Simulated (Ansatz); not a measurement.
Species: [Ti(F)(NH2)3] (charge 0, multiplicity 1).

Task: Give a relaxed geometry from Ansatz (an electronic-structure program) with r2SCAN-D4/def2-SVP.

Result: This is not unique; one that fits is the end point of this relaxation, one of several conformers.
Cartesian coordinates (Å) in one orientation:
```xyz
11

Ti    -0.020     0.052     0.071
F     -0.081    -1.171    -1.213
N      0.295    -0.730     1.749
H     -0.125    -1.614     2.038
H      1.002    -0.449     2.425
N     -1.635     1.006     0.186
H     -2.180     1.172     1.029
H     -2.171     1.291    -0.633
N      1.350     1.300    -0.236
H      2.264     1.040    -0.608
H      1.261     2.313    -0.220
```
